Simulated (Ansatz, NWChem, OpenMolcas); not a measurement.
## A ladder of methods for AgH (SMILES [AgH])

AgH: 2 atoms, total charge 0, spin state singlet. SMILES: `[AgH]`. Geometry: the measured bond length.

```xyz
2

Ag    0.0000    0.0000    0.0000
H     0.0000    0.0000    1.6181
```

Each level gives the electronic atomisation energy (eV). The values are calculated. Electronic energies at fixed atoms, without zero-point motion or spin-orbit coupling.

```json
{"level": "SVWN5/def2-TZVPP (core potential)", "kind": "LDA", "program": "Ansatz", "value (eV)": "2.97"}
{"level": "PBE/def2-TZVPP (core potential)", "kind": "GGA", "program": "NWChem", "value (eV)": "2.45"}
{"level": "M06-L/def2-TZVPP (core potential)", "kind": "meta-GGA", "program": "OpenMolcas", "value (eV)": "2.38"}
{"level": "PBE0/def2-TZVPP (core potential)", "kind": "global hybrid", "program": "NWChem", "value (eV)": "2.28"}
{"level": "HSE06/def2-TZVPP (core potential)", "kind": "range-separated hybrid", "program": "Ansatz", "value (eV)": "2.28"}
{"level": "B2PLYP/def2-TZVPP (core potential)", "kind": "double hybrid", "program": "Ansatz", "value (eV)": "2.34"}
{"level": "PBE-QIDH/def2-TZVPP (core potential)", "kind": "double hybrid", "program": "Ansatz", "value (eV)": "2.23"}
{"level": "MP2/def2-TZVPP (core potential)", "kind": "perturbation theory", "program": "Ansatz", "value (eV)": "2.24"}
{"level": "BCCD(T)/def2-TZVPP (core potential)", "kind": "coupled cluster or CI", "program": "Ansatz", "value (eV)": "2.39"}
```

The values span 2.23 to 2.97 eV.
